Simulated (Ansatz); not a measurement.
```yaml
crystal:
  periodic: [false, false, false]
  atoms:
    - {symbol: C, position_ang: [-0.206599, -2.214275, -0.343716]}
    - {symbol: C, position_ang: [-0.344744, -1.325495, 0.632297]}
    - {symbol: C, position_ang: [0.571116, -0.165797, 0.881448]}
    - {symbol: B, position_ang: [-0.197339, 1.125313, 0.404435]}
    - {symbol: C, position_ang: [0.052775, 1.847886, -0.954140]}
    - {symbol: F, position_ang: [-1.142537, 1.597918, 1.221518]}
    - {symbol: H, position_ang: [-0.925648, -3.012279, -0.485898]}
    - {symbol: H, position_ang: [0.636013, -2.180663, -1.027715]}
    - {symbol: H, position_ang: [-1.207559, -1.398337, 1.291130]}
    - {symbol: H, position_ang: [1.506711, -0.300602, 0.333798]}
    - {symbol: H, position_ang: [0.794338, -0.091730, 1.951576]}
    - {symbol: H, position_ang: [0.990109, 2.414613, -0.883406]}
    - {symbol: H, position_ang: [0.199793, 1.128250, -1.764331]}
    - {symbol: H, position_ang: [-0.739632, 2.545999, -1.228197]}
basis:
  gaussian: {orbitals: ANO-RCC-VTZP, final_grid: {core_spheres: 20, valence_spheres: 16, degree: 47}}
magnetization: {spin_polarized: true, initial_magnetization: 0}
hamiltonian: {xc: {name: r2SCAN0}}
output: {forces: true}
```

```sh
$ ansatz run in.yaml --threads 4 --pin off --events-out ev --progress --plain --max-ram 10444MiB
```

Output, abridged:

```
Functional definition: r2SCAN0
1845 factors; their error is unknown
mean field evaluation 1: about -7665.6826 eV, gradient 4.8e1 eV
mean field evaluation 2: about -7666.2433 eV, gradient 4.5e1 eV
mean field evaluation 4: about -7675.6374 eV, gradient 2.1e0 eV
mean field evaluation 8: about -7675.6631 eV, gradient 4.6e-2 eV
mean field evaluation 16: about -7675.6471 eV, gradient 4.4e-5 eV
mean field -7675.64710438 eV, -282.0748283455 hartree, gradient 4.5e-5 eV, S^2 0.000000; 0 other end points of the search recorded, 0 dependent functions left out
reference -7675.64712402 eV, -282.0748290671 hartree; 23, 23 occupied and 269, 269 virtual orbitals, 1845 factors
Total energy: -7675.64712402 eV, -282.0748290671 hartree
Relativity: scalar
Atom 0 at    -0.206599    -2.214275    -0.343716 Å, force    -0.002666     0.039002     0.041399 eV/Å
Atom 1 at    -0.344744    -1.325495     0.632297 Å, force    -0.081351    -0.124571    -0.065963 eV/Å
Atom 2 at     0.571116    -0.165797     0.881448 Å, force     0.099015     0.025888     0.030594 eV/Å
Atom 3 at    -0.197339     1.125313     0.404435 Å, force    -0.106340     0.053035     0.075399 eV/Å
Atom 4 at     0.052775     1.847886    -0.954140 Å, force     0.013276     0.037836    -0.064270 eV/Å
Atom 5 at    -1.142537     1.597918     1.221518 Å, force     0.187892    -0.106171    -0.160832 eV/Å
Atom 6 at    -0.925648    -3.012279    -0.485898 Å, force     0.125454     0.153824     0.035382 eV/Å
Atom 7 at     0.636013    -2.180663    -1.027715 Å, force    -0.146364     0.002708     0.132226 eV/Å
Atom 8 at    -1.207559    -1.398337     1.291130 Å, force     0.152189     0.011893    -0.116454 eV/Å
Atom 9 at     1.506711    -0.300602     0.333798 Å, force    -0.159581     0.014260     0.085770 eV/Å
Atom 10 at     0.794338    -0.091730     1.951576 Å, force    -0.044200    -0.014156    -0.172226 eV/Å
Atom 11 at     0.990109     2.414613    -0.883406 Å, force    -0.154997    -0.096212    -0.011762 eV/Å
Atom 12 at     0.199793     1.128250    -1.764331 Å, force    -0.019899     0.123431     0.139737 eV/Å
Atom 13 at    -0.739632     2.545999    -1.228197 Å, force     0.137572    -0.120768     0.050999 eV/Å
Dipole moment:     0.210752    -0.028818    -0.136988 e Å
```

Run time 18 s (4 threads of an Intel Xeon Platinum 8488C on a shared host); peak host memory 1.6 GiB.
